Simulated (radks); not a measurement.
Valence configurations of neutral bromine (all share [Ar]). Calculated with a radial shooting solver on a logarithmic mesh with Libxc functionals: Dirac Kohn-Sham, PBEsol, spin-unpolarised, spherical densities, finite nucleus; open shells fill j = l - 1/2 first; Fermi nuclear charge, rms radius 4.1629 fm. Energies are relative to 3d10 4s2 4p5; eigenvalues in eV.

| valence | E (eV) | e(3d3/2) | e(3d5/2) | e(4p1/2) | e(4p3/2) | e(4s1/2) |
|---|---|---|---|---|---|---|
| 3d10 4s2 4p5 | 0.000 | -67.278 | -66.193 | -8.168 | -7.669 | -20.096 |
| 3d10 4s1.5 4p5.5 | 6.240 | -68.085 | -66.999 | -8.491 | -7.981 | -20.514 |
| 3d10 4s1 4p6 | 12.532 | -68.875 | -67.788 | -8.804 | -8.284 | -20.919 |
| 3d9.5 4s2 4p5.5 | 30.621 | -73.412 | -72.299 | -8.860 | -8.316 | -21.232 |
| 3d9 4s2 4p6 | 64.004 | -79.674 | -78.531 | -9.553 | -8.964 | -22.351 |

NIST lists [Ar] 3d10 4s2 4p5 as the ground configuration; this level of theory agrees among the configurations tried. The energies are those of spherical spin-averaged densities, not of single terms.
